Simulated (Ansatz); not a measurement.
Ansatz (a quantum-chemistry and plane-wave program) input (B3LYP-D3(BJ)/def2-TZVP):

Ansatz 0.2 input:
```yaml
crystal:
  periodic: [false, false, false]
  atoms:
    - {symbol: S, position_ang: [1.27597533, 0.24842012, 0.25976651]}
    - {symbol: S, position_ang: [-0.39355019, -0.60101803, -0.17483554]}
    - {symbol: O, position_ang: [-1.61153506, 0.53086308, -0.17552847]}
    - {symbol: H, position_ang: [-1.22652171, 1.39466201, 0.04533221]}
basis:
  gaussian:
    orbitals: def2-TZVP
hamiltonian:
  xc: b3lyp
  dispersion: d3bj
magnetization: {spin_polarized: true, initial_magnetization: 1}
phonons: {temperatures: {t_min: 298.15, t_max: 298.15, t_step: 100}}
```

Output:

```
Functional definition: B3LYP
integrals: 0.03 GiB planned
737 factors; their error is unknown
mean field: 0.45 GiB planned
mean field evaluation 1: about -23731.9841 eV, gradient 3.5e1 eV
mean field evaluation 2: about -23714.4624 eV, gradient 7.5e1 eV
mean field evaluation 4: about -23735.6535 eV, gradient 7.4e0 eV
mean field evaluation 8: about -23735.9438 eV, gradient 1.4e-1 eV
mean field evaluation 16: about -23735.9833 eV, gradient 4.2e-4 eV
mean field -23735.98325251 eV, -872.2812957025 hartree, gradient 6.3e-5 eV, S^2 0.754847; 0 other end points of the search recorded, 0 dependent functions left out
the calculation of the forces begins
reference -23735.98344124 eV, -872.2813026383 hartree; 21, 20 occupied and 90, 91 virtual orbitals, 737 factors
these checks for a lower state are left out or cut short: stability, starts, cluster_reference, orbital_swaps, neighbouring_geometries, increment
integrals: 0.03 GiB planned
737 factors; their error is unknown
mean field: 0.45 GiB planned
mean field -23735.98322585 eV, -872.2812947227 hartree, gradient 2.5e-6 eV, S^2 0.754846; 0 other end points of the search recorded, 0 dependent functions left out
the calculation of the forces begins
reference -23735.98341460 eV, -872.2813016593 hartree; 21, 20 occupied and 90, 91 virtual orbitals, 737 factors
these checks for a lower state are left out or cut short: stability, starts, cluster_reference, orbital_swaps, neighbouring_geometries, increment
integrals: 0.03 GiB planned
737 factors; their error is unknown
mean field: 0.45 GiB planned
mean field evaluation 32: about -23735.9832 eV, gradient 1.1e-6 eV
mean field -23735.98323755 eV, -872.2812951526 hartree, gradient 1.1e-6 eV, S^2 0.754848; 0 other end points of the search recorded, 0 dependent functions left out
the calculation of the forces begins
reference -23735.98342626 eV, -872.2813020876 hartree; 21, 20 occupied and 90, 91 virtual orbitals, 737 factors
these checks for a lower state are left out or cut short: stability, starts, cluster_reference, orbital_swaps, neighbouring_geometries, increment
integrals: 0.03 GiB planned
737 factors; their error is unknown
mean field: 0.45 GiB planned
mean field -23735.98325183 eV, -872.2812956774 hartree, gradient 2.0e-6 eV, S^2 0.754847; 0 other end points of the search recorded, 0 dependent functions left out
the calculation of the forces begins
reference -23735.98344059 eV, -872.2813026142 hartree; 21, 20 occupied and 90, 91 virtual orbitals, 737 factors
these checks for a lower state are left out or cut short: stability, starts, cluster_reference, orbital_swaps, neighbouring_geometries, increment
integrals: 0.03 GiB planned
737 factors; their error is unknown
mean field: 0.45 GiB planned
mean field -23735.98318690 eV, -872.2812932915 hartree, gradient 1.7e-6 eV, S^2 0.754847; 0 other end points of the search recorded, 0 dependent functions left out
the calculation of the forces begins
reference -23735.98337561 eV, -872.2813002263 hartree; 21, 20 occupied and 90, 91 virtual orbitals, 737 factors
these checks for a lower state are left out or cut short: stability, starts, cluster_reference, orbital_swaps, neighbouring_geometries, increment
integrals: 0.03 GiB planned
737 factors; their error is unknown
mean field: 0.45 GiB planned
mean field -23735.98316526 eV, -872.2812924960 hartree, gradient 2.4e-6 eV, S^2 0.754849; 0 other end points of the search recorded, 0 dependent functions left out
the calculation of the forces begins
reference -23735.98335392 eV, -872.2812994292 hartree; 21, 20 occupied and 90, 91 virtual orbitals, 737 factors
these checks for a lower state are left out or cut short: stability, starts, cluster_reference, orbital_swaps, neighbouring_geometries, increment
integrals: 0.03 GiB planned
737 factors; their error is unknown
mean field: 0.45 GiB planned
mean field -23735.98318098 eV, -872.2812930737 hartree, gradient 2.7e-6 eV, S^2 0.754846; 0 other end points of the search recorded, 0 dependent functions left out
the calculation of the forces begins
reference -23735.98336978 eV, -872.2813000121 hartree; 21, 20 occupied and 90, 91 virtual orbitals, 737 factors
these checks for a lower state are left out or cut short: stability, starts, cluster_reference, orbital_swaps, neighbouring_geometries, increment
integrals: 0.03 GiB planned
737 factors; their error is unknown
mean field: 0.45 GiB planned
mean field evaluation 64: about -23735.9832 eV, gradient 1.3e-6 eV
mean field -23735.98320609 eV, -872.2812939964 hartree, gradient 1.3e-6 eV, S^2 0.754847; 0 other end points of the search recorded, 0 dependent functions left out
the calculation of the forces begins
reference -23735.98339482 eV, -872.2813009322 hartree; 21, 20 occupied and 90, 91 virtual orbitals, 737 factors
these checks for a lower state are left out or cut short: stability, starts, cluster_reference, orbital_swaps, neighbouring_geometries, increment
integrals: 0.03 GiB planned
737 factors; their error is unknown
mean field: 0.45 GiB planned
mean field -23735.98320936 eV, -872.2812941167 hartree, gradient 1.3e-6 eV, S^2 0.754847; 0 other end points of the search recorded, 0 dependent functions left out
the calculation of the forces begins
reference -23735.98339809 eV, -872.2813010524 hartree; 21, 20 occupied and 90, 91 virtual orbitals, 737 factors
these checks for a lower state are left out or cut short: stability, starts, cluster_reference, orbital_swaps, neighbouring_geometries, increment
integrals: 0.03 GiB planned
737 factors; their error is unknown
mean field: 0.45 GiB planned
mean field -23735.98309697 eV, -872.2812899863 hartree, gradient 1.9e-6 eV, S^2 0.754846; 0 other end points of the search recorded, 0 dependent functions left out
the calculation of the forces begins
reference -23735.98328573 eV, -872.2812969231 hartree; 21, 20 occupied and 90, 91 virtual orbitals, 737 factors
these checks for a lower state are left out or cut short: stability, starts, cluster_reference, orbital_swaps, neighbouring_geometries, increment
integrals: 0.03 GiB planned
737 factors; their error is unknown
mean field: 0.45 GiB planned
mean field -23735.98308973 eV, -872.2812897203 hartree, gradient 2.0e-6 eV, S^2 0.754848; 0 other end points of the search recorded, 0 dependent functions left out
the calculation of the forces begins
reference -23735.98327843 eV, -872.2812966552 hartree; 21, 20 occupied and 90, 91 virtual orbitals, 737 factors
these checks for a lower state are left out or cut short: stability, starts, cluster_reference, orbital_swaps, neighbouring_geometries, increment
integrals: 0.03 GiB planned
737 factors; their error is unknown
mean field: 0.45 GiB planned
mean field -23735.98319704 eV, -872.2812936639 hartree, gradient 2.8e-6 eV, S^2 0.754847; 0 other end points of the search recorded, 0 dependent functions left out
the calculation of the forces begins
reference -23735.98338575 eV, -872.2813005988 hartree; 21, 20 occupied and 90, 91 virtual orbitals, 737 factors
these checks for a lower state are left out or cut short: stability, starts, cluster_reference, orbital_swaps, neighbouring_geometries, increment
integrals: 0.03 GiB planned
737 factors; their error is unknown
mean field: 0.45 GiB planned
mean field evaluation 96: about -23735.9832 eV, gradient 3.0e-4 eV
mean field -23735.98323250 eV, -872.2812949669 hartree, gradient 1.1e-6 eV, S^2 0.754847; 0 other end points of the search recorded, 0 dependent functions left out
the calculation of the forces begins
reference -23735.98342125 eV, -872.2813019037 hartree; 21, 20 occupied and 90, 91 virtual orbitals, 737 factors
these checks for a lower state are left out or cut short: stability, starts, cluster_reference, orbital_swaps, neighbouring_geometries, increment
integrals: 0.03 GiB planned
737 factors; their error is unknown
mean field: 0.45 GiB planned
mean field -23735.98313251 eV, -872.2812912926 hartree, gradient 3.0e-6 eV, S^2 0.754847; 0 other end points of the search recorded, 0 dependent functions left out
the calculation of the forces begins
reference -23735.98332127 eV, -872.2812982292 hartree; 21, 20 occupied and 90, 91 virtual orbitals, 737 factors
these checks for a lower state are left out or cut short: stability, starts, cluster_reference, orbital_swaps, neighbouring_geometries, increment
integrals: 0.03 GiB planned
737 factors; their error is unknown
mean field: 0.45 GiB planned
mean field -23735.98311243 eV, -872.2812905547 hartree, gradient 2.0e-6 eV, S^2 0.754847; 0 other end points of the search recorded, 0 dependent functions left out
the calculation of the forces begins
reference -23735.98330114 eV, -872.2812974897 hartree; 21, 20 occupied and 90, 91 virtual orbitals, 737 factors
these checks for a lower state are left out or cut short: stability, starts, cluster_reference, orbital_swaps, neighbouring_geometries, increment
integrals: 0.03 GiB planned
737 factors; their error is unknown
mean field: 0.45 GiB planned
mean field -23735.98322296 eV, -872.2812946163 hartree, gradient 2.3e-6 eV, S^2 0.754847; 0 other end points of the search recorded, 0 dependent functions left out
the calculation of the forces begins
reference -23735.98341169 eV, -872.2813015520 hartree; 21, 20 occupied and 90, 91 virtual orbitals, 737 factors
these checks for a lower state are left out or cut short: stability, starts, cluster_reference, orbital_swaps, neighbouring_geometries, increment
integrals: 0.03 GiB planned
737 factors; their error is unknown
mean field: 0.45 GiB planned
mean field -23735.98324911 eV, -872.2812955776 hartree, gradient 1.8e-6 eV, S^2 0.754847; 0 other end points of the search recorded, 0 dependent functions left out
the calculation of the forces begins
reference -23735.98343785 eV, -872.2813025135 hartree; 21, 20 occupied and 90, 91 virtual orbitals, 737 factors
Total energy: -23736.13743671 eV, -872.2869618671 hartree
Atom 0 at     1.275975     0.248420     0.259767 Å, force    -0.000273     0.000134    -0.000022 eV/Å
Atom 1 at    -0.393550    -0.601018    -0.174836 Å, force    -0.000144    -0.000266    -0.000072 eV/Å
Atom 2 at    -1.611535     0.530863    -0.175528 Å, force     0.000643     0.000179     0.000141 eV/Å
Atom 3 at    -1.226522     1.394662     0.045332 Å, force    -0.000226    -0.000047    -0.000047 eV/Å
Dipole moment:    -0.051613     0.142236     0.016998 e Å
Vibrations: 149.64 291.81 646.95 730.51 1114.41 3707.54 cm⁻¹, zero-point energy 0.411681 eV
```

It need not be the lowest isomer of its formula.
